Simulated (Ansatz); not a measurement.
System: C₂H₁₀NSi₂ (charge 0, doublet). It need not be the lowest isomer of its formula. 
Coordinates optimised at B3LYP-D3(BJ)/def2-TZVP (Ansatz, a program for electronic structure):
SMILES: C[Si](C)N[SiH3]
```xyz
15

Si    -0.8572     0.0096    -0.6277
C     -1.9340     1.5564    -0.5461
C     -1.3451    -1.2302     0.7042
N      0.8012     0.4571    -0.3293
Si     2.0370    -0.4101     0.5211
H     -2.9777     1.3143    -0.7548
H     -1.6140     2.3044    -1.2740
H     -1.8742     2.0028     0.4517
H     -2.3810    -1.5450     0.5664
H     -0.7216    -2.1256     0.6751
H     -1.2540    -0.7822     1.6988
H      1.1291     1.2689    -0.8346
H      2.1496    -1.8130     0.0513
H      3.3248     0.2854     0.2906
H      1.7679    -0.4605     1.9788
```
Charge 0, spin multiplicity 2.

Basis-set convergence of Hartree-Fock and CCSD correlation energies (hartree) with Ansatz. Cores are frozen in the correlated levels unless marked. UHF or UKS for open shells. Spin-orbit coupling is left out. Non-relativistic.

```csv
basis,functions,E(HF),"E(corr, CCSD)"
cc-pV(D+d)Z,138,-713.91623,-0.71982
cc-pV(T+d)Z,308,-713.99235,-0.86310
cc-pV(Q+d)Z,593,-714.00906,-0.90760
```

Extrapolating the two largest sets (X = 3 and 4) as X^-3: E(corr) = (64·(-0.90760) - 27·(-0.86310))/37 = -0.9401 Eh, an estimate of the basis-set limit. The largest set recovers 96.5 % of it, the smallest 76.6 %.
